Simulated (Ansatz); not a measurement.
Input for Ansatz (development build ahead of 0.2.0):

```yaml
crystal:
  periodic: [false, false, false]
  atoms:
    - { symbol: H, position_ang: [2.3398, 0.01365, 0.55405] }
    - { symbol: H, position_ang: [2.42141, 0.00824, -0.49148] }
    - { symbol: H, position_ang: [-0.07748, 2.29409, 0.1883] }
    - { symbol: H, position_ang: [0.01423, 2.09641, -0.48015] }
    - { symbol: H, position_ang: [-2.32677, 0.17513, 0.44231] }
    - { symbol: H, position_ang: [-2.09831, 0.08797, -0.44228] }
    - { symbol: H, position_ang: [0.02488, -2.32483, 0.55848] }
    - { symbol: H, position_ang: [-0.12133, -2.19485, -0.51377] }
basis:
  gaussian: { orbitals: def2-SVP }
hamiltonian:
  xc: hf
output:
  forces: true
```

The input is written out in the form of the current development build from the run's settings.

Results

| Item | Value |
| --- | --- |
| Converged | yes |
| Total energy | -4.41331 hartree |

Forces (eV/Å):
```tsv
atom	Fx	Fy	Fz
H1	0.426	-0.022	-5.201
H2	-0.379	0.028	5.201
H3	-0.246	0.571	1.831
H4	0.265	-0.514	-1.834
H5	0.995	-0.396	-3.981
H6	-1.063	0.391	3.985
H7	-0.722	0.615	-5.293
H8	0.725	-0.672	5.293
```

Caution: stretched shape with no unrestricted run beside it, a lower state can exist.
